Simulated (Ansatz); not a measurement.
A nudged elastic band was laid between two geometries of CH7BrSi2 (11 atoms, charge 0, multiplicity 1).

Computed with RKS PBE0-D4/def2-SVP in Ansatz 0.2.0.

```json
{
 "movable images": "5",
 "climbing image": "yes",
 "spring": "5.0 eV/Å²",
 "optimiser": "quadratic models (default)",
 "start path": "through a guess of the saddle point",
 "force threshold": "0.05 eV/Å",
 "iteration limit": "60",
 "end points": "relaxed"
}
```

Initial state:

```xyz
11
Properties=species:S:1:pos:R:3
Si 0.078 -0.126 -0.793
Br 1.650 -1.600 -1.435
C 0.913 1.472 -0.283
H 1.509 1.880 -1.113
H -0.809 0.099 -1.974
Si -1.084 -1.148 0.965
H 0.153 2.217 0.001
H 1.580 1.307 0.576
H -0.127 -1.426 2.080
H -1.695 -2.430 0.503
H -2.167 -0.246 1.473
```

Final state:

```xyz
11
Properties=species:S:1:pos:R:3
Si -0.750 0.703 -0.431
Br 2.470 -1.429 -1.089
C 0.663 1.667 -0.237
H 1.753 -0.176 -0.960
H -1.674 0.977 -1.566
Si -1.120 -1.155 0.926
H 0.894 2.518 -0.885
H 1.351 1.512 0.601
H -0.028 -1.192 1.941
H -1.113 -2.395 0.096
H -2.446 -1.029 1.605
```

(1) Which bonds break or form, and what moves?

(2) Give the energies along the band, and the barrier.

(3) What is the geometry of the highest image?

Answers

(1) Bonds broken: Si1–Br2, C3–H4. Bonds formed: Br2–H4. CH7BrSi2 becomes BrH + CH6Si2.

(2) The run converged. The highest image is number 5 of 0 to 6, 317.0 kJ/mol above the first end and 15.9 kJ/mol above the last; the last end lies 301.1 kJ/mol above the first. Neighbouring images differ by up to 1.8 eV, so the band resolves the path poorly. A vibrational analysis at the climbing image gives one clearly imaginary mode, 745i cm⁻¹: a first-order saddle point. The orbitals stay closed-shell, which can raise the energy where a bond breaks towards radicals; this wasn't checked here.

```
image  path coordinate (Å)  energy (kJ/mol)  Si1–Br2 (Å)  C3–H4 (Å)  Br2–H4 (Å)
    0                 0.00              0.0         2.25       1.10        3.50
    1                 0.76              3.0         2.25       1.10        3.29
    2                 1.51              7.9         2.25       1.10        3.16
    3                 2.27             24.8         2.28       1.10        2.73
    4                 3.03            146.2         2.61       1.13        2.10
    5                 3.78            317.0         3.23       1.61        1.63
    6                 4.82            301.1         3.92       2.26        1.45
```

(3) 
```xyz
11
Properties=species:S:1:pos:R:3:forces:R:3
Si -0.585 0.549 -0.501 -0.02 -0.03 -0.02
Br 1.990 -1.238 -1.264 0.01 0.00 0.00
C 0.797 1.569 -0.244 0.03 0.04 0.03
H 1.519 0.249 -0.808 -0.01 -0.01 -0.01
H -1.301 0.631 -1.804 0.00 0.00 0.00
Si -1.104 -1.186 0.972 0.00 0.01 0.00
H 1.049 2.386 -0.928 -0.01 0.00 -0.01
H 1.286 1.609 0.735 0.00 0.00 0.00
H -0.027 -1.224 2.001 0.00 0.00 0.00
H -1.206 -2.466 0.219 -0.01 0.00 0.00
H -2.417 -0.880 1.621 0.00 0.00 0.01
```

Run time: 6.6 min on 2 threads of AMD EPYC 7B13 (Zen 3), with other jobs on the host, peak memory 0.33 GiB.
